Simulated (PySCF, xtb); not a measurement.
C4H10O2, SMILES COCC(C)O. Other conformers were not sampled.

Harmonic wavenumbers (cm⁻¹) from GFN2-xTB (xtb 6.7.1) at its own minimum, in rising order: 82, 99, 172, 182, 229, 321, 378, 406, 470, 501, 887, 936, 959, 1000, 1068, 1114, 1119, 1138, 1154, 1185, 1220, 1242, 1299, 1335, 1363, 1399, 1408, 1468, 1472, 1479, 1491, 1492, 2838, 2861, 2886, 2898, 2922, 3029, 3046, 3049, 3059, 3528.

Problem. What does PBE0-D3(BJ)/def2-SVP in PySCF give at its own minimum? (Estimate from the structure and the level; the computed values follow.)

Solution. 91, 132, 184, 229, 238, 349, 390, 489, 493, 537, 882, 946, 951, 1036, 1103, 1151, 1182, 1195, 1229, 1253, 1267, 1288, 1352, 1382, 1411, 1445, 1458, 1462, 1471, 1476, 1480, 1503, 2979, 2984, 2997, 3040, 3062, 3064, 3159, 3160, 3171, 3828. Paired by order, the mean absolute difference is 57 cm⁻¹ and the zero-point energies are 86.0 and 89.4 kcal/mol.
